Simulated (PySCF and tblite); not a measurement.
C₆H₇NO, numbered as in [CH3:1][O:2][c:3]1[cH:4][cH:5][cH:6][n:7][cH:8]1. The ensemble was built from 60 distance-geometry starts (ETKDG and KDG, MMFF94s, GFN2-xTB) and rests on GFN2-xTB geometries. Free energies are PBE0-D3(BJ)/pcSseg-1 (IEF-PCM, chloroform) single points with GFN2-xTB rigid-rotor and vibrational terms (modes under about 100 cm⁻¹ blended into free rotors). Symmetry numbers and mirror images are counted. Conformers within 3 kcal/mol (GFN2-xTB free energy) were kept, 4 at most. GIAO shieldings: PBE0/pcSseg-1 (IEF-PCM, chloroform). Shifts are against TMS (¹H), TMS (¹³C), NH3 (¹⁵N) at the same level. (PySCF 2.14, tblite 0.8.)

Torsions listed: C1–O2–C3–C4.

```json
{"conformer": "1", "shape": "0°", "point group": "Cs", "mirror pair": "no", "ΔE(DFT)": "0.00", "Δ(G−E) at 330 K": "0.00", "δ C4 (ppm)": "122.2"}
{"conformer": "2", "shape": "180°", "point group": "Cs", "mirror pair": "no", "ΔE(DFT)": "0.19", "Δ(G−E) at 330 K": "0.01", "δ C4 (ppm)": "132.5"}
```

Energies in kcal/mol; the thermal term leaves out symmetry numbers and mirror images.

Problem. Work out the weights at 330 K and the ¹³C shift of C4 under fast exchange.

Solution. RT = 0.656 kcal/mol. Each conformer gets RT ln(σ/g), with σ the rotational symmetry number and g = 2 for a mirror pair: 1: σ = 1, g = 1, G = 0.00 + 0.00 + 0.00 = 0.00, 0.00 above the lowest, exp(−ΔG/RT) = 1.000; 2: σ = 1, g = 1, G = 0.19 + 0.01 + 0.00 = 0.20, 0.20 above the lowest, exp(−ΔG/RT) = 0.735. The sum is 1.735, so the weights are 57.6, 42.4 %. The averaged shift is 126.6 ppm. At 298.15 K it is 126.5 ppm. At 298.15 K the leading conformer alone gives 122.2 ppm and bare DFT energies give 126.6 ppm.


¹⁵N shifts are against a computed isolated NH3 molecule, about 20 ppm from the liquid.